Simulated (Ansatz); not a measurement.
Relaxation of a periodic cell of 17 atoms, Si16O (host Si, host structure diamond, interstitial O), to a largest force component of 0.08 eV/Å in at most 25 steps.

The calculation used Ansatz, DFT PBE, scalar-relativistic, plane waves, PAW. Settings: PAW set soft_1, cutoff 420 eV, k mesh 2x2x2, fermi-dirac smearing 0.02 eV, spin collinear.

```xyz
17
Lattice="0.0000 5.4300 5.4300 5.4300 0.0000 5.4300 5.4300 5.4300 0.0000" Properties=species:S:1:pos:R:3
Si 0.000 0.000 0.000
Si 1.357 1.357 1.357
Si 2.715 2.715 0.000
Si 4.072 4.072 1.357
Si 2.715 0.000 2.715
Si 4.072 1.357 4.072
Si 5.430 2.715 2.715
Si 6.787 4.072 4.072
Si 0.000 2.715 2.715
Si 1.357 4.072 4.072
Si 2.715 5.430 2.715
Si 4.072 6.787 4.072
Si 2.715 2.715 5.430
Si 4.072 4.072 6.787
Si 5.430 5.430 5.430
Si 6.787 6.787 6.787
O 6.792 9.515 6.778
```

Question: Where does it end, and by what steps?

Answer: The run converged. The threshold is loose, so the end isn't yet a minimum. Limits of this set-up: coarse k mesh, a small cell, in which the defect meets its images. After 11 steps the energy has fallen by 1.266 eV; O17 moved furthest, 0.91 Å. Joined: Si1–O17 (2.34 → 1.95 Å), Si5–O17 (2.35 → 1.95 Å), Si13–O17 (2.35 → 1.95 Å).

```tsv
step	energy less start (eV)	largest force component (eV/Å)	accepted
0	0.0000	0.361	yes
1	-0.0744	0.257	yes
2	-0.1773	0.225	yes
3	-0.2826	0.305	yes
4	-0.5510	1.154	yes
5	-0.8232	1.246	yes
6	-0.9331	1.124	yes
7	-1.1667	0.287	yes
8	-1.2484	0.099	yes
9	-1.2547	0.146	yes
10	-1.2462	0.246	no
11	-1.2661	0.070	yes
```

```xyz
17
Lattice="0.0000 5.4300 5.4300 5.4300 0.0000 5.4300 5.4300 5.4300 0.0000" Properties=species:S:1:pos:R:3
Si 0.201 -0.127 0.128
Si 1.278 1.547 1.435
Si 2.679 2.770 0.036
Si 4.113 4.047 1.384
Si 2.585 -0.131 2.505
Si 3.980 1.259 4.169
Si 5.329 2.613 2.817
Si 6.764 4.049 4.031
Si -0.145 2.569 2.860
Si 1.278 3.995 3.883
Si 2.680 5.394 2.661
Si 3.933 6.650 4.211
Si 2.584 2.925 5.562
Si 4.265 3.995 6.865
Si 5.485 5.396 5.463
Si 6.764 6.828 6.811
O 7.318 10.035 6.255
```

The run took 3.2 min on 1 thread of Arm Neoverse V2 (shared host), peak memory 0.66 GiB.
